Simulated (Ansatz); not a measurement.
Ansatz (an electronic-structure program) input (B3LYP/STO-3G):

Ansatz 0.2 input:
```yaml
crystal:
  periodic: [false, false, false]
  atoms:
    - {symbol: Ge, position_ang: [-0.00000000, -0.00000000, -0.04867710]}
    - {symbol: H, position_ang: [0.00000000, 0.00000000, 1.55766720]}
basis:
  gaussian:
    orbitals: STO-3G
hamiltonian:
  xc: {name: B3LYP}
magnetization: {spin_polarized: true, initial_magnetization: 1}
output: {forces: true}
```

Output:

```
WARN ansatz: RAYON_NUM_THREADS=1 ignored (pool sized by the plan → 1); use --threads N
Functional definition: B3LYP
integrals: 0.00 GiB planned
184 factors; integrals over basis functions are off by at most 9.2e-6 eV
mean field: 0.07 GiB planned
mean field evaluation 1: about -55786.6934 eV, gradient 4.8e1 eV
mean field evaluation 2: about -55871.2975 eV, gradient 3.2e1 eV
mean field evaluation 4: about -55877.5140 eV, gradient 7.5e0 eV
mean field evaluation 8: about -55877.9751 eV, gradient 1.6e-1 eV
mean field evaluation 16: about -55878.0024 eV, gradient 1.6e-2 eV
mean field evaluation 32: about -55878.0034 eV, gradient 2.3e-1 eV
mean field evaluation 64: about -55840.2893 eV, gradient 1.4e1 eV
mean field evaluation 96: about -55875.9547 eV, gradient 1.8e0 eV
mean field evaluation 128: about -55877.9932 eV, gradient 2.4e-1 eV
mean field -55878.01959115 eV, -2053.4793444926 hartree, gradient 5.4e-6 eV, S^2 0.885511; 14 other end points of the search recorded, 0 dependent functions left out
the calculation of the forces begins
reference -55878.01971906 eV, -2053.4793491935 hartree; 17, 16 occupied and 2, 3 virtual orbitals, 184 factors
Total energy: -55878.01971906 eV, -2053.4793491935 hartree
Atom 0 at    -0.000000    -0.000000    -0.048677 Å, force    -0.000000     0.000000     2.262498 eV/Å
Atom 1 at     0.000000     0.000000     1.557667 Å, force     0.000000    -0.000000    -2.262498 eV/Å
Dipole moment:    -0.000000    -0.000093     0.047896 e Å
```

The determinant is spin-contaminated: <S^2> is 0.89 against 0.75 for a pure state.
